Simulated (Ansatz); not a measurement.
Geometry optimisation, Ansatz 0.2.0, RKS PBE/def2-SVP.

Input file:

```yaml
crystal:
  periodic: [false, false, false]
  atoms:
    - { symbol: Ti, position_ang: [-0.559689, -0.216066, -0.313156] }
    - { symbol: F, position_ang: [0.338311, 1.337173, 2.130192] }
    - { symbol: "N", position_ang: [1.292937, -0.383011, -0.018856] }
    - { symbol: H, position_ang: [1.99888, -0.946825, -0.498134] }
    - { symbol: H, position_ang: [1.669198, 0.057879, 0.829824] }
    - { symbol: "N", position_ang: [-0.927066, 1.451686, -1.122396] }
    - { symbol: H, position_ang: [-1.855702, 1.887713, -1.139198] }
    - { symbol: H, position_ang: [-0.220474, 2.147326, -1.383794] }
    - { symbol: "N", position_ang: [-1.015796, -1.476644, -1.640048] }
    - { symbol: H, position_ang: [-0.987078, -2.492199, -1.484001] }
    - { symbol: H, position_ang: [-1.284163, -1.278182, -2.608825] }
    - { symbol: O, position_ang: [-1.583503, -0.59499, 1.238521] }
    - { symbol: H, position_ang: [-2.490553, -0.943074, 1.218166] }
    - { symbol: H, position_ang: [-0.385203, 0.819513, 2.413505] }
basis:
  gaussian: { orbitals: def2-SVP }
hamiltonian:
  xc: pbe
relax:
  f_tol: 0.03
  max_steps: 50
```

Launched with:

```bash
$ ansatz run input.yaml --threads 4 --pin off --max-ram 5120MiB --backend cpu --events-out ev --progress --plain --runs-dir out
```

**Question.** Where does it end, and by what steps?

**Answer.** It converged. After 11 steps the energy has fallen by 0.292 eV; H14 moved furthest, 0.60 Å. Joined: Ti1–F2 (3.03 → 2.58 Å).

```
step  energy less start (eV)  largest force component (eV/Å)  accepted
   0                  0.0000                           0.598       yes
   1                 -0.1351                           0.556       yes
   2                 -0.2499                           0.293       yes
   3                 -0.2622                           0.800       yes
   4                 -0.2770                           0.598       yes
   5                 -0.2540                           0.297        no
   6                 -0.2866                           0.038       yes
   7                 -0.2877                           0.037       yes
   8                 -0.2901                           0.082       yes
   9                 -0.2909                           0.053       yes
  10                 -0.2918                           0.043       yes
  11                 -0.2923                           0.025       yes
```

```xyz
14
Properties=species:S:1:pos:R:3
Ti -0.488 -0.115 -0.226
F 0.068 1.102 1.976
N 1.373 -0.345 -0.069
H 2.010 -0.947 -0.597
H 1.820 0.042 0.771
N -0.876 1.496 -1.127
H -1.811 1.919 -1.156
H -0.184 2.184 -1.443
N -1.001 -1.416 -1.493
H -0.954 -2.428 -1.324
H -1.288 -1.235 -2.459
O -1.536 -0.504 1.323
H -2.430 -0.871 1.405
H -0.712 0.489 2.041
```

Whether the end is a true minimum wasn't checked by a vibrational analysis.

Time of the run: 30 s on 4 threads of Arm Neoverse V1, on a shared host, peak memory 0.22 GiB.
